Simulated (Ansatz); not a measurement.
Molecule: C2H10NSi2 (charge 0, doublet). It need not be the lowest isomer of its formula. 
Coordinates optimised at B3LYP-D3(BJ)/def2-TZVP (Ansatz, a first-principles code):
```xyz
15

Si    -0.9098     0.0304    -0.5765
C     -1.8626     1.6079    -0.5043
C     -1.3308    -1.1195     0.8428
N      0.7935     0.3513    -0.4933
Si     1.9976    -0.3366     0.5373
H     -1.2710    -0.6372    -1.8561
H     -1.5512     2.4504     0.1051
H     -2.7922     1.7620    -1.0423
H     -2.3928    -1.3706     0.8207
H     -0.7660    -2.0523     0.7741
H     -1.1147    -0.6567     1.8075
H      1.1481     1.0116    -1.1710
H      2.0891    -1.8109     0.3917
H      3.3012     0.2648     0.1707
H      1.7264    -0.0632     1.9702
```
Charge 0, spin multiplicity 2.

Dipole moments at this geometry, in debye (magnitudes).

```
level                    program  dipole (D)
-----------------------  -------  ----------
PBE/def2-TZVPD            Ansatz        0.76
r2SCAN/def2-TZVPD         Ansatz           ?
B3LYP/def2-TZVPD          Ansatz        0.80
PBE0/def2-TZVPD           Ansatz        0.83
BHLYP/def2-TZVPD          Ansatz        0.84
r2SCANh/def2-TZVPD        Ansatz        0.84
r2SCAN0/def2-TZVPD        Ansatz        0.85
HSE06/def2-TZVPD          Ansatz        0.82
CAM-B3LYP/def2-TZVPD      Ansatz        0.82
LC-wPBE/def2-TZVPD        Ansatz        0.86
wB97M-V/def2-TZVPD        Ansatz        0.85
wB97X-V/def2-TZVPD        Ansatz        0.84
CCSD(T)/aug-cc-pV(D+d)Z   Ansatz           ?
```

Problem. What belongs in the gaps?

Solution. 
- r2SCAN/def2-TZVPD, dipole (D): 0.83
- CCSD(T)/aug-cc-pV(D+d)Z, dipole (D): 0.81
